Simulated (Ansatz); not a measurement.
Gas-phase electronic energies from Ansatz, PBE0-D4/def2-TZVP geometries. CBS: MP2 limit from def2 TZ/QZ plus the TZ coupled-cluster correction, frozen cores. This one scheme is used for every species. Functionals use def2-TZVPP. For Ti outer-core shells are correlated without core-valence functions, which leaves a few kJ/mol of doubt a bond. Scalar relativity is left out up to krypton. One conformer a species, not always the lowest.

Consider the ligand exchange at a Ti–O bond: `[CH3][Ti-]1([OH])([OH])[O]C=CC=[O+]1` + H–F → `[CH3][Ti-]1([OH])([F])[O]C=CC=[O+]1` + H₂O.

```csv
species,BHLYP energy (Eh)
`[CH3][Ti-]1([OH])([OH])[O]C=CC=[O+]1`,-1307.66558
H–F,-100.45182
`[CH3][Ti-]1([OH])([F])[O]C=CC=[O+]1`,-1331.71708
H₂O,-76.42312
```

(1) Work out ΔE.

Largest T1 diagnostic among the species: 0.023, so the coupled-cluster value is less sure than usual.

Answers

(1) ΔE = (-1331.71708) + (-76.42312) − (-1307.66558) − (-100.45182) = -0.02280 Eh = -14.3 kcal/mol. CCSD(T)/CBS gives -11.6 kcal/mol.

Leaving LDA and LC-ωPBE aside and taking each functional with its dispersion term where it has one, the values, not all of them listed here, spread over 1.7 kcal/mol, from B97M-V to revPBE-D4. LDA lies +1.4 kcal/mol from PBE without D4. The D4 term adds +0.9 kcal/mol with B3LYP and +0.5 kcal/mol with PBE0; it sums over pairs of atoms, weighted by their polarisabilities, and B3LYP, whose exchange is more repulsive, gets the larger term. In def2-TZVPP, CCSD(T) changes the Hartree–Fock value by +4.0 kcal/mol (the triples alone add +1.0 kcal/mol) and MP2 by +4.9 kcal/mol.

B3LYP here is the variant with VWN-RPA as its local correlation; programs differ in this.
